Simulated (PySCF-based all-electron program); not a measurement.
# Cu₂, singlet: squeezing and stretching

Calculated with an in-house all-electron program built on PySCF, in large uncontracted Gaussian sets near the basis limit; Koelling–Harmon scalar relativity, no spin–orbit coupling, spin-restricted. Forces are good to about 0.008 eV/Å. In part, the full relativistic part was added along one bond alone. A positive force pushes the atoms apart.

| r (Å) | LDA (eV/Å) | PBEsol (eV/Å) | PBE (eV/Å) |
| --- | --- | --- | --- |
| 1.998 | – | – | 3.102 |
| 2.0088 | 2.022 | 2.441 | ? |
| 2.220 | – | – | ? |
| 2.232 | -0.734 | -0.441 | -0.136 |
| 2.4552 | – | – | -1.212 |

Task: Fill in the missing PBE forces.

Result: 2.0088 Å: 2.870 eV/Å; 2.220 Å: -0.039 eV/Å.

Task: Fit a Morse curve to the forces within 0.84 to 1.25 of the listed length with the smallest force. Where does the force vanish, what is the force constant, and what harmonic wavenumber follows with standard atomic masses?

Result: PBE: 2.216 Å, 8.7 eV/Å², about 270 cm⁻¹. The points are far apart, so these are estimates.

Task: At 2.232 Å, order the functionals from the one that pulls the atoms together most to the one that pushes them apart most.

Result: LDA (-0.734), PBEsol (-0.441), PBE (-0.136).
